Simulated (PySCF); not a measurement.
## Correlation energy of Co+ (cobalt, charge +1)

[Ar] 3d7 4p1, one real determinant (an excited configuration). Computed with PySCF 2.14 in x2c-QZVPPall (11s7p5d4f2g, 103 functions), with scalar relativity by spin-free X2C-1e. Frozen: [Ar]; 8 electrons correlated.

```
  level  correlation energy (mhartree)
   CCSD                        -206.27
    (T)                          -5.53
CCSD(T)                        -211.80
```

Diagnostics: T1 = 0.013, D1 = 0.0387, largest double amplitude 0.032.

Q: Is a single reference adequate?

A: Yes: T1 lies below 0.03 and no double amplitude reaches 0.07.

The basis was made for the ground configuration and has no added diffuse functions, which can raise the energy of the promoted electron.

The reference is one real determinant that mixes LS terms of this configuration.
